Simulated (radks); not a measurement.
The numbers below are computed, except where a source is named.
How relativity changes the ionisation of neutral nitrogen ([He] 2s2 2p3) to N+ ([He] 2s2 2p2). Spin-unpolarised spherical Kohn-Sham, LDA (Slater exchange, Perdew-Wang correlation), point nucleus unless stated (finite: rms radius 2.5582 fm), a radial shooting solver on a logarithmic mesh with Libxc functionals. A level marked "c x" has the speed of light scaled by that factor and shares open shells by 2j + 1; other Dirac levels either fill j = l - 1/2 first or share by 2j + 1.

| level | E(N) (hartree) | E(N+) (hartree) | IE (eV) | HOMO | <r> HOMO (bohr) |
|---|---|---|---|---|---|
| non-rel. | -54.02317 | -53.51836 | 13.737 | 2p | 1.481 |
| scalar-rel. | -54.05457 | -53.54997 | 13.731 | 2p | 1.481 |
| scalar-rel., finite nucleus | -54.05456 | -53.54996 | 13.731 | 2p | 1.481 |
| Dirac, 2j+1 shares | -54.05457 | -53.54997 | 13.731 | 2p3/2 | 1.482 |
| Dirac, low j first | -54.05528 | -53.55116 | 13.718 | 2p3/2 | 1.482 |
| Dirac, 2j+1 shares, finite nucleus | -54.05457 | -53.54997 | 13.731 | 2p3/2 | 1.482 |
| Dirac, c x 0.75 | -54.07906 | -53.57462 | 13.726 | 2p3/2 | 1.482 |
| Dirac, c x 0.85 | -54.06666 | -53.56214 | 13.729 | 2p3/2 | 1.482 |
| Dirac, c x 100 | -54.02317 | -53.51836 | 13.737 | 2p3/2 | 1.481 |

NIST Atomic Spectra Database: 14.534 eV (measured). The relativistic part of the total energy of N is -0.0314 hartree (Dirac, 2j+1 shares, finite nucleus), 0.058 % of the non-relativistic value. Spin polarisation and multiplet splitting of open shells are left out at every level.

Beside tabulated values, note that spin-unpolarised runs miss the spin-polarisation part of the exchange energy of open shells.
